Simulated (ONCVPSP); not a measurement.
## W (Z = 74), ONCV: configuration errors across variants

ONCVPSP 4.0.1 input, shortened (lines: element, Z, core and valence counts, functional; n l f; lmax; l rc ep ncon nbas qcut; lloc lpopt rc5 dvloc0; l nproj debl; icmod fcfact rcfact), PBE, scalar-relativistic:

```
  W 74.00   10    4        4      upf
    1    0    2.00
    2    0    2.00
    2    1    6.00
    3    0    2.00
    3    1    6.00
    3    2   10.00
    4    0    2.00
    4    1    6.00
    4    2   10.00
    4    3   14.00
    5    0    2.00
    5    1    6.00
    5    2    4.50
    6    0    1.50
    3
    0    1.45    0.00    4    9    7.50
    1    1.60    0.00    4    9   10.30
    2    2.40    0.00    3    7    6.70
    3    2.15    0.03    4    7    5.30
    4    5    1.15    6.00
    0    2    3.10
    1    2    1.20
    2    2    3.80
    3    2    0.50
    3    3.25    1.30
```

In the p channel the program set the typed energies aside and used -1.553, 0.250 Ha.

All-electron excitation energies from the reference (eV): (1) 5s2 5p6 5d4 6s2 -0.695; (2) 5s2 5p6 5d4 6s1 8.188; (3) 5s2 5p6 5d4 6s0 23.868; (4) 5s2 5p6 5d3 6s2 6p1 3.323.

4 further variants failed, have other tests or another functional or relativity, and are left out.

A true bound ghost makes a file unfit for plane-wave use even where its test errors are small: the radial tests pick states by their node count and pass the ghost by.

Errors AE − PS in meV (a dash: test not solved or not reliable):

| change | (1) | (2) | (3) | (4) | bound ghosts | GHOST(+) flags above zero |
| --- | --- | --- | --- | --- | --- | --- |
| base | +2.0 | -0.6 | +0.3 | +5.7 | f | s, f |
| local potential polynomial inside 1.15 bohr (lpopt 5, dvloc0 1.5 Ha) | +2.0 | -0.6 | +0.3 | +5.7 | f | s, f |
| core correction Teter function, fcfact 3.25, rcfact 1.98 | -2.6 | -11 | -94 | -42 | f | s, f |
| local potential polynomial inside 1.20 bohr (lpopt 1, dvloc0 -1 Ha) | +2.0 | -0.6 | +0.3 | +5.7 | f | s, f |
| p: qcut 12.2 | +2.1 | -0.6 | +0.2 | +6.2 | f | s, f |

Give the same row for: s: qcut 6.6; p: qcut 9; d: qcut 5.9; f: qcut 4.7.

+2.5, -0.9, -1.9, +13; bound ghosts: f; GHOST(+) flags above zero: s.
